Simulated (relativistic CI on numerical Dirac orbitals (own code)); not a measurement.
## Ligand-field terms of d5

Computed with a parametric ligand-field model of a d^n configuration (Racah B and C, spin-orbit zeta, crystal field), exact diagonalisation.

Field parameters in Wybourne normalisation: Oh B⁴₀ = 21Dq, B⁴₄ = √(5/14) B⁴₀; Td as Oh with Dq negative (B⁴₀ = 21Dq, B⁴₄ = √(5/14) B⁴₀). The field is a parameter set, without covalency.

Ground term and bands for B = 580, C = 2160, ζ = 0 cm⁻¹, Oh, 10Dq = 31750 cm⁻¹?

Ground term 2T2 with 0.02 electrons in the two orbitals of the cubic e set. Spin-allowed: 2A2 28712 cm⁻¹ (348 nm), 2T1 28927 cm⁻¹ (346 nm), 2T2 30584 cm⁻¹ (327 nm), 2E 31779 cm⁻¹ (315 nm). Lowest spin-forbidden: 4T1 21044 cm⁻¹ (475 nm), 4T2 25502 cm⁻¹ (392 nm), 6A1 34251 cm⁻¹ (292 nm).

Ground term and bands for B = 850, C = 3820, ζ = 0 cm⁻¹, Oh, 10Dq = 4100 cm⁻¹?

Ground term 6A1 with 2.00 electrons in the two orbitals of the cubic e set. Spin-allowed: none. Lowest spin-forbidden: 4T1 25548 cm⁻¹ (391 nm), 4T2 27170 cm⁻¹ (368 nm), 4A1+E 27600 cm⁻¹ (362 nm). A high-spin d5 ion has no spin-allowed d-d band, hence its pale colour.

Ground term and bands for B = 770, C = 2850, ζ = 0 cm⁻¹, Td, 10Dq = -2100 cm⁻¹?

Ground term 6A1 with 2.00 electrons in the two orbitals of the cubic e set. Spin-allowed: none. Lowest spin-forbidden: 4T1 21068 cm⁻¹ (475 nm), 4T2 21821 cm⁻¹ (458 nm), 4A1+E 21950 cm⁻¹ (456 nm). A high-spin d5 ion has no spin-allowed d-d band, hence its pale colour.

Ground term and bands for B = 790, C = 3130, ζ = 0 cm⁻¹, Oh, 10Dq = 7000 cm⁻¹?

Ground term 6A1 with 2.00 electrons in the two orbitals of the cubic e set. Spin-allowed: none. Lowest spin-forbidden: 4T1 18627 cm⁻¹ (537 nm), 4T2 21979 cm⁻¹ (455 nm), 4A1+E 23550 cm⁻¹ (425 nm). A high-spin d5 ion has no spin-allowed d-d band, hence its pale colour.

Ground term and bands for B = 350, C = 1350, ζ = 0 cm⁻¹, Td, 10Dq = -9400 cm⁻¹?

Ground term 2T2 with 3.94 electrons in the two orbitals of the cubic e set. Spin-allowed: 2A2 7819 cm⁻¹ (1279 nm), 2T1 7948 cm⁻¹ (1258 nm), 2T2 8755 cm⁻¹ (1142 nm), 2E 9522 cm⁻¹ (1050 nm). Lowest spin-forbidden: 6A1 1088 cm⁻¹, 4T1 3057 cm⁻¹ (3272 nm), 4T2 5556 cm⁻¹ (1800 nm).
